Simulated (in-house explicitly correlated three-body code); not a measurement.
Computed with an exponentially correlated three-body code. Model: two electrons around a point charge, non-relativistic, variational in 260 exponentially correlated functions (energies converged to about 1e-7 hartree, or 1e-8 relative for large Z).

Command:
```bash
python run_hyl.py task.json out
```
Settings (lengths in bohr, energies in hartree):
```
Z                      14
screening              3.5
interaction_strength   1
functions              260
states_tried           13
```

Run time, properties included: 2.5 min on 1 thread of Arm Neoverse N1, with other jobs on the host.

**Those bound S and P states to n = 4 that converged, binding against the one-electron ion.**

Given: nuclear charge 14; Yukawa screening of all interactions 3.5 1/bohr.

Computed: one-electron threshold -57.0202392 hartree.

```json
{"term": "1 1S", "energy (hartree)": "-108.510812", "binding (eV)": "1401.1"}
{"term": "2 3S", "energy (hartree)": "-57.4383371", "binding (eV)": "11.377"}
{"term": "2 1S", "energy (hartree)": "-57.319362", "binding (eV)": "8.1395"}
```

**Converged states only, values per electron or pair (inverse distances are <exp(-kr)/r>).**

| term | mean r (bohr) | mean r squared (bohr²) | mean inverse r (1/bohr) | mean r12 (bohr) | mean inverse r12 (1/bohr) | mean cosine | mean p1 dot p2 (bohr⁻²) | delta r1 (bohr⁻³) | delta r12 (bohr⁻³) |
| --- | --- | --- | --- | --- | --- | --- | --- | --- | --- |
| 1 1S | 0.11587 | 0.018177 | 10.267 | 0.17049 | 5.3868 | -0.0089363 | 1.5127 | 770.43 | 84.307 |
| 2 3S | 0.54266 | 0.65231 | 5.4777 | 0.98225 | 0.21905 | -0.00077169 | 0.01248 | 414.97 | - |
| 2 1S | 0.60201 | 0.83641 | 5.4483 | 1.0986 | 0.28786 | -0.00098903 | 0.028027 | 413.18 | 3.1722 |

**Static dipole response.**

| state | polarisability (bohr³) |
| --- | --- |
| 1 1S | 0.00033515 |
